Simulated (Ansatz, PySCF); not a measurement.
System: sum formula AlOBr, net charge 0, singlet state. SMILES: [O]=[Al][Br]
Geometry from a B3LYP-D3(BJ)/def2-TZVP (Ansatz, a first-principles code) optimisation:
```xyz
3

Al     0.0000     0.0000    -1.1609
O      0.0000     0.0000    -2.7581
Br     0.0000     0.0000     1.0616
```
Charge 0, spin multiplicity 1.

Property: atomisation energy (electronic, to ground-state atoms), in kcal/mol. Correlated levels leave the core frozen unless marked. UHF or UKS for open shells. No spin-orbit coupling. Frozen are the shells of the preceding noble gas and the d and f shells that filled before the atom's block. Non-relativistic. The coupled-cluster limit lacks core correlation, which all-electron functionals hold. CBS marks a two-point X^-3 extrapolation of the correlation energy; Hartree-Fock from the larger set.

```csv
level,program,atomisation energy (kcal/mol),minus last row
HF/6-31G,Ansatz,68.4,-145.1
HF/def2-SVPD,Ansatz,118.1,-95.4
revPBE/def2-TZVPD,Ansatz,208.6,-4.9
PBE0/def2-TZVP,Ansatz,204.5,-9.0
BHLYP/def2-TZVPD,Ansatz,186.5,-27.0
TPSSh/def2-TZVPD,PySCF,206.2,-7.3
MP2/6-31G,Ansatz,156.0,-57.5
"MP2/CBS(def2-TZVPP,def2-QZVPP)",Ansatz,233.2,19.7
SCS-MP2/def2-SVP,Ansatz,197.2,-16.3
CCSD/6-31G*,Ansatz,178.5,-35.0
CCSD/def2-SVPD,Ansatz,186.7,-26.8
CCSD/def2-TZVPP,Ansatz,193.4,-20.1
CCSD(T)/def2-SVP,Ansatz,189.2,-24.3
CCSD(T)/def2-QZVPP,Ansatz,209.6,-3.9
"CCSD(T)/CBS(def2-TZVPPD,def2-QZVPPD)",Ansatz,213.5,0.0
```
